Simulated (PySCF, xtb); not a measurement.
(Z)-1-bromo-2-chloroethene (C2H2BrCl), SMILES Cl/C=C\Br.

Harmonic wavenumbers (cm⁻¹) from GFN2-xTB (xtb 6.7.1) at its own minimum, in rising order: 119, 353, 472, 628, 722, 778, 810, 1147, 1215, 1613, 3065, 3092.

### Question
What does B3LYP-D3(BJ)/def2-SVP run with PySCF give at its own minimum? (An estimate is asked for; the answer gives what the named calculation found.)

### Answer
139, 399, 514, 653, 695, 820, 902, 1181, 1285, 1652, 3198, 3223. Paired by order, the mean absolute difference is 59 cm⁻¹ and the zero-point energies are 20.0 and 21.0 kcal/mol.
